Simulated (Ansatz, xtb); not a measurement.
**C4H10O2S: which of two isomers lies lower**

Structure a: `CCCS(C)(=O)=O`, a singlet. Structure b: `COC(CS)OC`, a singlet. Both are isolated molecules in the gas phase, relaxed with r2SCAN-D4/def2-SVP; each stands in its lowest conformer found.

a (Å):

```xyz
17

C     2.2973    0.8226   -0.8291
C     1.0894    1.5884   -0.3001
C     0.4883    1.0133    0.9782
C    -1.2504   -0.9551    2.0752
O    -0.9689   -0.6200   -0.5321
O     0.9631   -1.6208    0.8097
S    -0.1471   -0.6646    0.6864
H     2.7187    1.3298   -1.7101
H     3.0905    0.7470   -0.0675
H     2.0245   -0.2018   -1.1212
H     0.2954    1.6221   -1.0650
H     1.3642    2.6361   -0.0849
H    -0.3695    1.6135    1.3233
H     1.2235    0.9208    1.7946
H    -1.6081   -1.9847    1.9354
H    -2.0901   -0.2491    2.0369
H    -0.6860   -0.8756    3.0141
```

b (Å):

```xyz
17

C    -0.3882   -1.0967    0.4355
C    -1.7872    0.8218    0.1690
C    -1.4761    2.1857    0.7631
C    -3.6433   -0.4466   -0.5104
O    -1.2963   -0.1895    1.0226
O    -3.1741    0.7529    0.0623
S     0.3073    2.4768    0.9776
H    -0.8222   -1.6095   -0.4446
H     0.5475   -0.5957    0.1249
H    -0.1497   -1.8529    1.1972
H    -1.3108    0.7114   -0.8333
H    -1.8477    2.9739    0.0916
H    -2.0072    2.2792    1.7231
H     0.4776    1.4878    1.8834
H    -3.2115   -0.6095   -1.5189
H    -3.4034   -1.3188    0.1231
H    -4.7345   -0.3606   -0.6024
```

Quicker runs give these differences E(b) − E(a): GFN2-xTB −0.103 eV; HF/STO-3G −10.078 eV (at GFN2-xTB geometries); r2SCAN-D4/def2-SVP//GFN2-xTB −0.769 eV.

**Question.** Estimate E(b) − E(a) at the level CCSD(T)/def2-SVP + ΔMP2/def2-TZVPP.

**Answer.** Not settled: CCSD(T)/def2-SVP + ΔMP2/def2-TZVPP gives E(b) − E(a) = +0.419 eV, but this leans on the basis-set step: CCSD(T) alone gives −1.193 eV.

The same difference at several levels:

```tsv
level	geometry	E(b) − E(a) (eV)	departure from the last row (eV)	job, with rough time for the two
GFN2-xTB	GFN2-xTB	−0.103	−0.522	optimisation, 0.15 s
HF/STO-3G	GFN2-xTB	−10.078	−10.497	single point, 0.36 s
r2SCAN-D4/def2-SVP//GFN2-xTB	GFN2-xTB	−0.769	−1.188	single point, 3.9 s
r2SCAN-D4/def2-SVP	r2SCAN-D4/def2-SVP	−0.650	−1.069	optimisation, 43 s
HF/def2-SVP	r2SCAN-D4/def2-SVP	−1.656	−2.075	part of the CCSD(T) run
MP2/def2-SVP	r2SCAN-D4/def2-SVP	−0.886	−1.305	part of the CCSD(T) run
CCSD(T)/def2-SVP	r2SCAN-D4/def2-SVP	−1.193	−1.612	single point
CCSD(T)/def2-SVP + ΔMP2/def2-TZVPP	r2SCAN-D4/def2-SVP	+0.419		single point, 1.7 min
```

As drawn, b has 4 C–O, 1 S–H in place of 1 C–C, 1 C–S, 2 O=S, 1 C–H.

GFN2-xTB, HF/STO-3G, r2SCAN-D4/def2-SVP//GFN2-xTB, r2SCAN-D4/def2-SVP, HF/def2-SVP, MP2/def2-SVP, CCSD(T)/def2-SVP put the two in the other order. The largest departure from CCSD(T)/def2-SVP + ΔMP2/def2-TZVPP is that of HF/STO-3G, 10.497 eV. The last row adds to CCSD(T) the change of the MP2 difference between the two basis sets, here +1.612 eV, a large step that makes the value less sure.

With thermal terms from frequencies at re-optimised GFN2-xTB minima (ideal gas, soft modes damped towards free rotors, one conformer each, 298.15 K, 1 atm): the zero-point term adds −0.087 eV; ΔH is +0.343 and ΔG +0.301 eV.

The correlated steps freeze 11 core orbitals. Run with Ansatz 0.2.0, xtb 6.7.1; the last row on 4 threads of Arm Neoverse V2 on a shared host.
